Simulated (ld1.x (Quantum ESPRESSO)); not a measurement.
**Pseudopotential generation for B (Z = 5): PAW, PBEsol, scalar-relativistic.**

| Quantity | Value |
| --- | --- |
| Element | boron |
| Generator | ld1.x (Quantum ESPRESSO) 7.5 |
| Type | PAW |
| Functional | PBEsol |
| Relativity | scalar-relativistic |
| Frozen core | [He] |
| Valence charge | 3 |
| Reference configuration | 2s1 2p0 (charge +2) |
| Partial waves | 2s (bound): rcut 1.10, rcutus 1.45 bohr; 2s channel at -0.55 Ry: rcut 1.10, rcutus 1.45 bohr; 2p (bound, empty): rcut 2.55, rcutus 3.15 bohr; 2p channel at 1.65 Ry: rcut 2.55, rcutus 3.15 bohr; 3d channel at 0.3 Ry: rcut 2.30, rcutus 2.85 bohr |
| Local potential | all-electron potential smoothed inside 1.15 bohr (lloc = -1) |
| Core correction | Bessel-smoothed model core inside 1.00 bohr |
| Augmentation charge | BESSEL, radius 1.25 bohr |

- Cutoffs needed: 6 Ry and 15 Ry (the cutoffs (Ry, on a coarse ladder) from which the occupation-weighted sum of valence levels, in a spherical-Bessel basis at the reference potential, stays within 10 and 1 mRy of its value at 400 Ry)
- Ghost test: no extra level below or beside the all-electron valence levels (s, p, d, f tested) (spherical-Bessel basis up to 400 Ry, 20 bohr box)
- Largest excitation error: +50 meV (all-electron minus pseudo) for 2s1 2p2, out of 7 test configurations
- Lowest eigenvalue of the overlap operator: 0.53 (s channel)
